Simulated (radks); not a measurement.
Excited configurations of the barium ion Ba3+: one electron is placed in a higher orbital outside [Kr] 4d10 5s2 5p4. The ground configuration is [Kr] 4d10 5s2 5p5. Method: scalar-relativistic Kohn-Sham, LDA (Slater exchange, Perdew-Wang correlation), spin-polarised, spherical densities, finite nucleus; open shells are filled with parallel spins first (spin-orbit coupling, left out, can overturn this in heavy ions); Fermi nuclear charge, rms radius 4.8378 fm; computed with a radial shooting solver on a logarithmic mesh with Libxc functionals. Excitation = E - E(ground); binding = E(ion) - E, where the ion is the core of charge +4; n* = 4/sqrt(2 binding) in atomic units, and the quantum defect is n - n*.

outer orbital  excitation (eV)  binding (eV)     n*  quantum defect  eigenvalue (eV)  <r> (bohr)
5d                      18.795        28.808  2.749           2.251          -24.385       2.418
5f                      33.686        13.917  3.955           1.045          -11.777       4.378
6p                      26.900        20.702  3.243           2.757          -18.308       3.904
7p                      35.492        12.110  4.240           2.760          -10.831       6.744
7d                      38.321         9.281  4.843           2.157           -8.274       8.354
7f                      41.218         6.384  5.839           1.161           -5.672       11.63

The Delta-SCF ionisation energy is 47.602 eV (NIST Atomic Spectra Database: 47.0 eV, semi-empirical). Self-interaction in the functional shifts the binding energies and quantum defects, so they are the method's values and not measured ones. Open shells are spherical and high-spin; term and fine-structure splittings are not resolved. Spin-orbit splitting is averaged out at the scalar-relativistic level.
